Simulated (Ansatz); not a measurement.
Ideal-gas functions of `[ZnH][SiH]1N[SiH2]1` at 600 K and 1 bar, from an Ansatz frequency run at PBE0-D4/def2-TZVP.

Molar mass 140.61 g/mol, point group C1 (symmetry number 1), electronic degeneracy 1, moments of inertia 59.474, 443.807, 458.839 u Å². Harmonic wavenumbers (cm⁻¹, unscaled): 79, 128, 241, 306, 418, 424, 478, 503, 563, 652, 661, 764, 777, 904, 963, 994, 1850, 2145, 2201, 2209, 3659.

Use S(trans) = R[1.5 ln M + 2.5 ln T − 1.1517]; rotational temperatures θ = 24.2544 K / I; S(rot) = R[ln(√π/σ · √(T³/θAθBθC)) + 1.5]; for each mode x = 1.438777 ν̃/T, S = R[x/(eˣ − 1) − ln(1 − e⁻ˣ)] and H = RT x/(eˣ − 1); 1 cm⁻¹ = 0.0119627 kJ/mol; R = 8.31446 J/(mol·K).

Problem. By hand: the entropy, in J/(mol·K).

Solution. Translation 185.1. Rotation: θ = 0.4078, 0.0547, 0.0529 K, giving 125.0. Vibration, mode by mode: 22.16, 18.17, 12.99, 11.07, 8.63, 8.53, 7.62, 7.24, 6.42, 5.40, 5.30, 4.35, 4.25, 3.34, 2.99, 2.82, 0.54, 0.30, 0.27, 0.26, 0.01, in all 132.7. Electronic 0.0. Sum 442.8 J/(mol·K).

Problem. By hand: H − E and G − E in kJ/mol, counted from the electronic energy.

Solution. Zero-point energy ½ × 20919 × 0.0119627 = 125.1; thermal vibration 41.3; translation, rotation and pV give 4 RT = 20.0. H − E = 186.4 kJ/mol, and G − E = 186.4 − 600 × 442.8/1000 = -79.3 kJ/mol.

Vibration gives 30 % of the entropy, 40.3 J/(mol·K) of it from the modes under 150 cm⁻¹: soft modes count most, and the harmonic formula is weakest for them. The sum counts one conformer and one mirror image; others add a mixing term.
